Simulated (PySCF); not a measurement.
Geometry:
```json
{"atom": "C1", "x (Å)": "2.752", "y (Å)": "2.259", "z (Å)": "0.956"}
{"atom": "C2", "x (Å)": "2.118", "y (Å)": "1.242", "z (Å)": "1.068"}
{"atom": "Si3", "x (Å)": "1.150", "y (Å)": "-0.327", "z (Å)": "1.228"}
{"atom": "Si4", "x (Å)": "1.567", "y (Å)": "-1.967", "z (Å)": "-0.349"}
{"atom": "O5", "x (Å)": "0.089", "y (Å)": "-1.798", "z (Å)": "-1.060"}
{"atom": "C6", "x (Å)": "-0.819", "y (Å)": "-0.886", "z (Å)": "-0.607"}
{"atom": "C7", "x (Å)": "-0.561", "y (Å)": "-0.090", "z (Å)": "0.434"}
{"atom": "O8", "x (Å)": "-1.405", "y (Å)": "0.845", "z (Å)": "0.967"}
{"atom": "C9", "x (Å)": "-2.662", "y (Å)": "1.011", "z (Å)": "0.362"}
{"atom": "H10", "x (Å)": "3.302", "y (Å)": "3.151", "z (Å)": "0.861"}
{"atom": "H11", "x (Å)": "1.020", "y (Å)": "-0.634", "z (Å)": "2.660"}
{"atom": "H12", "x (Å)": "1.621", "y (Å)": "-3.366", "z (Å)": "0.078"}
{"atom": "H13", "x (Å)": "2.532", "y (Å)": "-1.726", "z (Å)": "-1.420"}
{"atom": "H14", "x (Å)": "-1.730", "y (Å)": "-0.904", "z (Å)": "-1.188"}
{"atom": "H15", "x (Å)": "-3.168", "y (Å)": "1.792", "z (Å)": "0.927"}
{"atom": "H16", "x (Å)": "-3.250", "y (Å)": "0.088", "z (Å)": "0.406"}
{"atom": "H17", "x (Å)": "-2.563", "y (Å)": "1.323", "z (Å)": "-0.684"}
```

Method: σ from GIAO-PBE0/pcSseg-1, GFN2-xTB geometry, in PySCF (non-relativistic Hamiltonian, gas phase, one computed conformer, equivalent nuclei averaged).

Chemical shifts δ = σref − σ; 13C (σ = 186.93 ppm), 1H (σ = 31.72 ppm), 29Si (σ = 349.16 ppm) against TMS; 17O (σ = 336.08 ppm) vs H2O, all at this level.

| atoms | nucleus | count | Hirshfeld charge | δ (ppm) |
| --- | --- | --- | --- | --- |
| H12 | 1H | 1 | -0.07 | 5.17 |
| Si4 | 29Si | 1 | 0.33 | -19.6 |
| H14 | 1H | 1 | 0.05 | 6.38 |
| H13 | 1H | 1 | -0.07 | ? |
| C1 | 13C | 1 | -0.08 | 105.6 |
| C2 | 13C | 1 | -0.16 | 85.1 |
| O5 | 17O | 1 | -0.22 | 53.9 |
| O8 | 17O | 1 | -0.12 | 73.7 |
| H15/H16/H17 | 1H | 3 | 0.05 | ? |
| C7 | 13C | 1 | -0.06 | ? |
| H10 | 1H | 1 | 0.10 | 2.05 |
| Si3 | 29Si | 1 | 0.27 | -73.1 |
| C6 | 13C | 1 | -0.01 | ? |
| C9 | 13C | 1 | -0.03 | 57.8 |
| H11 | 1H | 1 | -0.06 | ? |

**Question.** Estimate the values marked ?.

**Answer.** 
- C7: 154.8 ppm, alkene carbon bearing oxygen; an sp2 carbon further deshielded by the attached heteroatom
- C6: 142.0 ppm, alkene carbon bearing oxygen; an sp2 carbon further deshielded by the attached heteroatom
- H13: 5.28 ppm, hydrogen on a silicon bonded to O, Si, in a 5-membered ring
- H11: 5.04 ppm, hydrogen on a silicon bonded to 2 C, Si, in a 5-membered ring
- H15/H16/H17: 3.62 ppm, hydrogen on a methyl carbon bonded to O; its carbon carries O, which withdraws density

Shifts are as computed. Against solution values, carbons near 30 ppm lie about +3 ppm off and those near 130 ppm about +5 ppm. Of 1309 compounds with measured shifts, 239 miss one by over three times the rms of a fit or turn the order of signals round; such compounds aren't used in these exercises. Experimental scales use liquid or dissolved standards, which lie at an offset from isolated H2O (liquid H2O: subtract about 36 ppm).
